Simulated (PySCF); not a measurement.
CH₃IOSe, SMILES O([Se]I)C.

Geometry optimised at B3LYP-D3(BJ)/def2-SVP. The def2 effective core potentials stand for the cores of I; spin–orbit coupling is left out. The values are those of a single conformer.

Level of theory: TDA-PBE/def2-SVPD (PySCF 2.14.0).

Vertical excitations. Isolated molecule, no solvent.

```tsv
state	energy (eV)	λ (nm)	f	main pairs
S1	2.17	572	0.002	HOMO→LUMO 100 %
S2	3.32	374	0.000	HOMO→LUMO+1 97 %
S3	3.50	354	0.002	HOMO−1→LUMO 98 %
S4	3.72	334	0.009	HOMO−2→LUMO 89 %
S5	4.24	292	0.023	HOMO−3→LUMO 60 %, HOMO−1→LUMO+1 33 %
S6	4.72	263	0.011	HOMO−2→LUMO+1 76 %, HOMO−1→LUMO+1 18 %
S7	4.90	253	0.071	HOMO−1→LUMO+1 32 %, HOMO−4→LUMO 18 %, HOMO−2→LUMO+1 17 %, HOMO−3→LUMO 14 %
S8	5.17	240	0.020	HOMO−3→LUMO+1 59 %, HOMO−4→LUMO 31 %
S9	5.20	238	0.021	HOMO−4→LUMO 48 %, HOMO−3→LUMO+1 40 %
S10	5.35	232	0.002	HOMO→LUMO+2 99 %
T1	1.55	800	0	HOMO→LUMO 100 %
T2	2.70	460	0	HOMO→LUMO+1 99 %
T3	2.94	422	0	HOMO−1→LUMO 100 %
T4	3.13	397	0	HOMO−2→LUMO 99 %
```
Triplets are in the Tamm–Dancoff approximation.
